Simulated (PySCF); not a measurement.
C2H6OSi.
Atom-mapped SMILES: `[CH3:1][SiH2:2][CH:3]=[O:4]` (hydrogens: H5, H6, H7 on C1; H8, H9 on Si2; H10 on C3)

Torsions of this conformer, `[CH3:1][SiH2:2][CH:3]=[O:4]`: C1–Si2–C3–O4 -1°.

The closed-shell ground state was solved at several levels (PySCF, density fitting, gas phase, non-relativistic). The structure is a single PBE0-D3(BJ)/def2-SVP conformer in the gas phase; no vibrational or solvent corrections.

```tsv
level	basis functions	HOMO (eV)	LUMO (eV)	gap (eV)	dipole (D)
PBE0/pcSseg-2	235	-7.00	-1.52	5.48	1.92
PBE0/STO-3G	30	-3.70	2.57	6.27	1.36
BHandHLYP/pcSseg-2	235	-8.43	-0.27	8.16	2.15
wB97X-D/pcSseg-2	235	-8.87	0.37	9.24	1.98
mPW1PW91/pcSseg-2	235	-7.04	-1.53	5.51	1.92
B97-2/pcSseg-2	235	-6.74	-1.59	5.15	1.90
```

Problem. Estimate the row for LC-wPBE/pcSseg-2, a basis of 235 functions; the other rows only guide the guess.

Solution. HOMO -9.68 eV, LUMO 0.96 eV, gap 10.64 eV, dipole 2.04 D.

Problem. Over all these levels, which gives the widest orbital gap and which the narrowest?

Solution. LC-wPBE/pcSseg-2 (range-separated hybrid) has the widest, 10.64 eV, and B97-2/pcSseg-2 (global hybrid, 21 % exact exchange) the narrowest, 5.15 eV. The two share the basis. From the narrowest to the widest the HOMO moves by -2.94 eV and the LUMO by +2.55 eV.

Problem. In the pcSseg-2 basis, how does the gap go with the fixed share of exact exchange?

Solution. B97-2 (21 %) 5.15 eV; PBE0 (25 %) 5.48 eV; mPW1PW91 (25 %) 5.51 eV; BHandHLYP (50 %) 8.16 eV. Each rise in the share widens the gap here.

Problem. How far do the dipole and the HOMO energy spread over the levels?

Solution. The dipole runs from 1.36 to 2.15 D (mean 1.89 D) and the HOMO from -9.68 to -3.70 eV.
